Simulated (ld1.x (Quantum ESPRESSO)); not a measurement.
PBE RRKJ dataset for boron, scalar-relativistic all-electron reference.

ld1.x (Quantum ESPRESSO) 7.5 input, shortened:

```
&input
   title='B', zed=5., rel=1, dft='PBE', iswitch=3,
   config='[He] 2s2 2p1'
 /
 &inputp
   pseudotype=2, tm=.false., lloc=1,
   nlcc=.true.
 /
2
2S  1  0   2.00   0.00  1.35  1.35  0.0
2P  2  1   1.00   0.00  2.00  2.00  0.0
 &test
   configts(1)='2s2 2p1'
 /
```

What the tests gave:

| Quantity | Value |
| --- | --- |
| Cutoffs needed | 30 Ry and 45 Ry (the cutoffs (Ry, on a coarse ladder) from which the occupation-weighted sum of valence levels, in a spherical-Bessel basis at the reference potential, stays within 10 and 1 mRy of its value at 400 Ry) |
| Ghost test | no extra level below or beside the all-electron valence levels (s, p, d, f tested) (spherical-Bessel basis up to 400 Ry, 20 bohr box) |
| Largest excitation error | +88 meV (all-electron minus pseudo) for 2s1 2p0, out of 7 test configurations |

Generation and tests took about 0.89 s on one core of a shared server CPU.
